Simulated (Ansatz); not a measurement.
Input for Ansatz (a quantum-chemistry and plane-wave program): R-CCSD(T)/aug-cc-pV(D+d)Z on C2H4OS (a complex), monomers drawn apart or pushed together. Files ending in .json are basis or fitting sets from the Basis Set Exchange.

Ansatz 0.2 input:
```yaml
crystal:
  periodic: [false, false, false]
  atoms:
    - {symbol: C, position_ang: [-0.04973676, 0.02689020, 0.19316602]}
    - {symbol: H, position_ang: [0.14767228, -1.00240506, 0.48963503]}
    - {symbol: H, position_ang: [-0.99911758, 0.35233577, 0.61571593]}
    - {symbol: H, position_ang: [0.75132934, 0.66743643, 0.55963636]}
    - {symbol: H, position_ang: [-0.09599579, 0.08912378, -0.89311585]}
    - {symbol: O, position_ang: [-1.23236026, 0.19173760, 6.37424634]}
    - {symbol: C, position_ang: [-0.15686254, -0.19500687, 6.54359682]}
    - {symbol: S, position_ang: [1.29668683, -0.71778396, 6.77313621]}
basis:
  gaussian:
    orbitals: aug-cc-pV_D+d_Z.json
magnetization: {spin_polarized: false}
correlation: {method: ccsd_t, electrons: outside_noble_gas}
scf: {lower_state_search: off}
```

Output:

```
WARN ansatz: RAYON_NUM_THREADS=2 ignored (pool sized by the plan → 2); use --threads N
Functional definition: HF
these checks for a lower state are left out or cut short: stability, starts, cluster_reference, orbital_swaps, neighbouring_geometries, increment
integrals: 0.31 GiB planned
1342 factors; integrals over basis functions are off by at most 1.0e-3 eV
mean field: 0.50 GiB planned
mean field evaluation 1: about -14976.6938 eV, gradient 3.8e1 eV
mean field evaluation 2: about -14976.7395 eV, gradient 3.8e1 eV
mean field evaluation 4: about -14979.9184 eV, gradient 4.9e0 eV
mean field evaluation 8: about -14979.9835 eV, gradient 3.9e-4 eV
mean field -14979.98353377 eV, -550.5042410686 hartree, gradient 4.0e-6 eV, S^2 0.000000; 0 other end points of the search recorded, 0 dependent functions left out
8 core orbitals not correlated
reference -14979.98353377 eV, -550.5042410686 hartree; 12, 12 occupied and 117, 117 virtual orbitals, 1342 factors
second order -17.03557424 eV of doubles, -0.00000000 eV of singles
coupled cluster: 1.05 GiB planned
cycle   1  -17.13182740 eV  change   -9.6e-2 eV  update   1.3e-1
cycle   2  -17.67658580 eV  change   -5.4e-1 eV  update   4.4e-2
cycle   3  -17.83439404 eV  change   -1.6e-1 eV  update   2.0e-2
cycle   4  -17.82652342 eV  change    7.9e-3 eV  update   4.6e-3
cycle   5  -17.82448670 eV  change    2.0e-3 eV  update   1.7e-3
cycle   6  -17.82484233 eV  change   -3.6e-4 eV  update   6.5e-4
cycle   7  -17.82437766 eV  change    4.6e-4 eV  update   1.7e-4
cycle   8  -17.82435680 eV  change    2.1e-5 eV  update   6.9e-5
cycle   9  -17.82437513 eV  change   -1.8e-5 eV  update   2.4e-5
perturbative correction -0.75708703 eV, -0.0278224352 hartree
Total energy: -14998.56499594 eV, -551.1870972082 hartree
Checks for a lower state left out: stability, starts, cluster_reference, orbital_swaps, neighbouring_geometries, increment
```

The calculation finished and met its thresholds.

Cost: about 15 core-seconds (a rough figure).
